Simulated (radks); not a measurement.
The numbers below are computed, except where a source is named.
Mean orbital radii <r> (bohr) of the selenium ion Se+, [Ar] 3d10 4s2 4p3, at several levels of relativity; Dirac values are averaged over j with weights 2j + 1. Spin-unpolarised spherical Kohn-Sham, PBE, point nucleus unless stated (finite: rms radius 4.14 fm), a radial shooting solver on a logarithmic mesh with Libxc functionals. A level marked "c x" has the speed of light scaled by that factor and shares open shells by 2j + 1; other Dirac levels either fill j = l - 1/2 first or share by 2j + 1.

[
 {"shell": "1s", "non-rel.": "0.04499", "Dirac, 2j+1 shares": "0.04408", "Dirac, low j first": "0.04408", "Dirac, 2j+1 shares, finite nucleus": "0.04408", "change of magnitude, last against first (%)": "-2.03"},
 {"shell": "2s", "non-rel.": "0.2000", "Dirac, 2j+1 shares": "0.1957", "Dirac, low j first": "0.1957", "Dirac, 2j+1 shares, finite nucleus": "0.1957", "change of magnitude, last against first (%)": "-2.16"},
 {"shell": "2p", "non-rel.": "0.1728", "Dirac, 2j+1 shares": "0.1710", "Dirac, low j first": "0.1710", "Dirac, 2j+1 shares, finite nucleus": "0.1710", "change of magnitude, last against first (%)": "-1.02"},
 {"shell": "3s", "non-rel.": "0.5850", "Dirac, 2j+1 shares": "0.5739", "Dirac, low j first": "0.5739", "Dirac, 2j+1 shares, finite nucleus": "0.5739", "change of magnitude, last against first (%)": "-1.90"},
 {"shell": "3p", "non-rel.": "0.5942", "Dirac, 2j+1 shares": "0.5894", "Dirac, low j first": "0.5894", "Dirac, 2j+1 shares, finite nucleus": "0.5894", "change of magnitude, last against first (%)": "-0.81"},
 {"shell": "3d", "non-rel.": "0.6272", "Dirac, 2j+1 shares": "0.6300", "Dirac, low j first": "0.6300", "Dirac, 2j+1 shares, finite nucleus": "0.6300", "change of magnitude, last against first (%)": "+0.44"},
 {"shell": "4s", "non-rel.": "1.774", "Dirac, 2j+1 shares": "1.745", "Dirac, low j first": "1.746", "Dirac, 2j+1 shares, finite nucleus": "1.745", "change of magnitude, last against first (%)": "-1.65"},
 {"shell": "4p", "non-rel.": "2.127", "Dirac, 2j+1 shares": "2.120", "Dirac, low j first": "2.123", "Dirac, 2j+1 shares, finite nucleus": "2.120", "change of magnitude, last against first (%)": "-0.32"}
]
